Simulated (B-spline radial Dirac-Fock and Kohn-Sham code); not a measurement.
Binding energies of N³⁺ in different valence configurations

Method: Dirac-Fock ΔSCF + Breit + QED. Computed with a radial finite-basis atomic code. Correlation energy is missing from these numbers.

Reference: the tabulated ground configuration [He] 2s2, with 2s 75.02 eV.

Shifts from the reference in eV.

```csv
configuration,average energy,2s
[He] 2s1 2p1,+8.56,+1.52
```
